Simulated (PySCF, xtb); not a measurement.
Si(F)(OH)(SH)2 (FH3OS2Si), SMILES F[Si](S)(O)S.

GFN2-xTB (xtb 6.7.1) at its own geometry gives an orbital gap of 5.04 eV and a dipole moment of 3.35 D.

Geometry optimised at PBE-D3(BJ)/def2-SVP. This is a generated structure with no PubChem entry under its InChIKey; it may be hypothetical. The values are those of a single conformer.

### Question
What does PBE/def2-TZVP run with PySCF give? (An estimate is asked for; the answer gives what the named calculation found.)

### Answer
gap 5.72 eV (levels -6.66 and -0.94 eV), dipole 1.86 D.
